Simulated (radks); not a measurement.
Nb, 41 electrons, occupied as [Kr] 4d4 5s1. Method: Dirac Kohn-Sham, BLYP, spin-unpolarised, spherical densities, point nucleus; open shells are shared between the two j in proportion to 2j + 1; speed of light set to 685.18 atomic units (5 times the physical value, a model run); computed with a radial shooting solver on a logarithmic mesh with Libxc functionals. Some entries of the table are withheld. Estimate them.

orbital,occ.,eigenvalue (Ry),<r> (bohr),<1/r> (bohr^-1)
1s1/2,2,-1350.887,0.03716,40.56
2s1/2,2,-186.0018,0.1627,9.125
2p1/2,2,-170.9148,0.1395,9.118
2p3/2,4,-170.6472,0.1397,9.102
3s1/2,2,-30.89084,0.4547,3.141
3p1/2,2,-25.15937,0.4505,3.047
3p3/2,4,-25.11632,0.4510,3.043
3d3/2,4,-14.64743,0.4322,2.857
3d5/2,6,-14.63888,0.4323,2.856
4s1/2,2,-4.06834,1.185,1.142
4p1/2,2,-2.48751,1.312,1.021
4p3/2,4,-2.48163,1.314,1.020
5s1/2,1,-0.27026,(1),0.3319
4d3/2,1.6,-0.22864,2.186,0.6362
4d5/2,2.4,-0.22817,2.187,0.6359
5p1/2,0,(2),5.635,0.2269
5p3/2,0,(3),5.642,0.2266

Answer. 
(1) 5s1/2 <r> (bohr): 3.847
(2) 5p1/2 eigenvalue (Ry): -0.07677
(3) 5p3/2 eigenvalue (Ry): -0.07654
